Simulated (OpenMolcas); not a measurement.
## Levels of Cl+ by method

```
Program             : OpenMolcas 26.06
Basis               : ANO-RCC-VQZP [6s5p3d2f1g]
Scalar Hamiltonian  : DKH2, point nucleus
Active space        : 4 electrons in 3 orbitals (3p)
State averaging     : 2S+1 = 3 even, 3 roots; 2S+1 = 1 even, 6 roots
Spin-orbit coupling : RASSI with atomic mean-field integrals over the reference wave functions, term energies averaged over their components
```

Methods on the same reference wave functions:
A. CASSCF
B. SS-CASPT2, IPEA 0.25 Eh, imaginary shift 0.1 Eh (closed shells correlated: 2s 2p 3s)

Energies in eV above 3s² 3p⁴ ³P₂, the measured ground level; measured values from NIST Handbook of Basic Atomic Spectroscopic Data.

| Level | A | B | Measured |
| --- | --- | --- | --- |
| 3s² 3p⁴ ³P₂ | 0.0000 | 0.0000 | 0.0000 |
| 3s² 3p⁴ ³P₁ | 0.0802 | 0.0806 | 0.0863 |
| 3s² 3p⁴ ³P₀ | 0.1165 | 0.1163 | 0.1235 |
| 3s² 3p⁴ ¹D₂ | 1.7881 | 1.451 | 1.4449 |
| 3s² 3p⁴ ¹S₀ | 4.3911 | 3.596 | 3.4564 |

Deviations, from unrounded energies. A percentage is the sum of absolute deviations over the sum of measured energies, with the sign that they share, or ± where signs differ.

```csv
Against measurement,Levels,A,B
mean absolute deviation (cm-1),4,2600,320
fine structure of the ground term (%),2,-6.3,-6.2
other terms of the ground configuration (%),2,+26.1,+3.0
```

B lies closest to measurement on these levels. The largest miss of B in the table is 3s² 3p⁴ ¹S₀, by +1100 cm-1. The ranking rests on the paired levels alone, and a cruder setting can come out closer through cancelling errors.

From A to B the spin-free energies of the other terms of 3s² 3p⁴ shown, above ³P, scale by factors of 0.81 to 0.82.

The lowest spin-free term lies below A's lowest term by 0.196 hartree in B.

CASPT2 breaks the degeneracy within a term, and the mean is taken; among the terms shown or strongly mixed into the levels shown the widest spread is 190 cm-1 (3s² 3p⁴ ¹D, B). With the s shell closed, the reference lacks s² → p² mixing. Without dynamic correlation excited terms often stand tens of per cent too high (terms of higher spin than the ground term too low), and those without a measured partner can miss by more than the paired ones (holds for A). Computed and measured levels are paired by configuration, term and J; levels that our copy of the source lacks, or whose pairing is in doubt (as where it misses far off the trend of its configuration), stay unpaired and out of the deviations. Levels of configurations outside the active space are missing.
